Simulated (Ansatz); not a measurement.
A nudged elastic band was laid between two geometries of BClF2 + FH (6 atoms, charge 0, multiplicity 1).

Theory: RKS PBE-D4/def2-SVP in Ansatz 0.2.0.

```json
{
 "movable images": "5",
 "climbing image": "yes",
 "spring": "50.0 eV/Å²",
 "optimiser": "quadratic models (default)",
 "start path": "through a guess of the saddle point",
 "force threshold": "0.05 eV/Å",
 "iteration limit": "60",
 "end points": "relaxed"
}
```

First end point:

```xyz
6
Properties=species:S:1:pos:R:3
B 0.000 0.148 0.122
Cl -0.008 0.542 1.875
F 1.148 0.198 -0.535
F -1.152 0.127 -0.530
F 0.069 -1.988 0.552
H 0.064 -1.757 1.469
```

Last end point:

```xyz
6
Properties=species:S:1:pos:R:3
B 0.015 -0.382 -0.449
Cl 0.007 0.072 2.494
F 1.144 0.269 -0.677
F -1.152 0.199 -0.672
F 0.055 -1.669 -0.104
H 0.051 -1.219 2.358
```

Problem. What changes between the two ends?

Solution. Bonds broken: B1–Cl2, F5–H6. Bonds formed: B1–F5, Cl2–H6. BClF2 + FH becomes BF3 + ClH.

Problem. Give the energies along the band, and the barrier.

Solution. It converged. The highest image is number 2 of 0 to 6, 5.9 kcal/mol above the first end and 19.7 kcal/mol above the last; the last end lies 13.9 kcal/mol below the first. Another band between the same ends (5 images) ends at a top of the same energy, where a vibrational analysis finds 1 clearly imaginary mode. The orbitals stay closed-shell, which can raise the energy where a bond breaks towards radicals; this wasn't checked here.

```tsv
image	path coordinate (Å)	energy (kcal/mol)	B1–Cl2 (Å)	F5–H6 (Å)	B1–F5 (Å)
0	0.00	0.0	1.80	0.95	2.18
1	0.38	1.6	1.86	0.98	1.85
2	0.77	5.9	2.02	1.16	1.57
3	1.11	-1.8	2.25	1.50	1.42
4	1.45	-10.5	2.58	1.82	1.36
5	1.79	-13.4	2.86	2.14	1.34
6	2.14	-13.9	2.98	2.50	1.33
```

Problem. What is the geometry of the highest image?

Solution. 
```xyz
6
Properties=species:S:1:pos:R:3
B 0.011 -0.197 0.044
Cl 0.002 0.220 2.024
F 1.158 0.164 -0.524
F -1.158 0.091 -0.521
F 0.059 -1.723 0.428
H 0.048 -1.284 1.500
```

Time of the run: 93 s on 1 thread of Arm Neoverse V2 (shared host), peak memory 0.14 GiB.
